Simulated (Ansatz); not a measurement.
Stepwise reaction of orthosilicic acid with hydrogen, as a gas-phase model of exchange steps in deposition or etching. ΔE in kJ/mol; ΔG adds harmonic PBE0-D4 terms to CCSD(T)/CBS, at 1 bar.

Calculated with Ansatz (gas phase, PBE0-D4/def2-TZVP geometries, no zero-point term in ΔE). CBS: MP2 limit from def2 TZ/QZ plus the TZ coupled-cluster correction, frozen cores. This one scheme is used for every species. Functionals use def2-TZVPP. B3LYP here is the variant with VWN-RPA as its local correlation; programs differ in this. Each species was taken in one conformer, which may not be the lowest.

```csv
step,reaction,PBE-D4,B3LYP-D4,ωB97M-V,CCSD(T)/CBS,ΔG(500 K)
1,`O[Si](O)(O)O` + H₂ → `O[SiH](O)O` + H₂O,93.4,100.6,102.1,98.7,90.1
2,`O[SiH](O)O` + H₂ → `O[SiH2]O` + H₂O,94.9,101.3,102.7,99.7,101.1
3,`O[SiH2]O` + H₂ → `O[SiH3]` + H₂O,89.3,94.4,95.7,92.8,84.1
4,`O[SiH3]` + H₂ → SiH₄ + H₂O,55.6,62.6,62.9,61.4,69.2
```

(1) By hand: ΔE of the 4 steps together at CCSD(T)/CBS.

Answers

(1) (98.7) + (99.7) + (92.8) + (61.4) = 352.6 kJ/mol, or 88.2 kJ/mol a step.

In ΔE step 4 is the lowest and step 2 the highest. All are uphill at CCSD(T)/CBS. ΔG lies between 69.2 and 101.1 kJ/mol a step. PBE-D4 differs from CCSD(T)/CBS by -5.8 to -3.5 kJ/mol a step. Isolated molecules leave out the surface, adducts and barriers. Largest T1 diagnostic: 0.011.
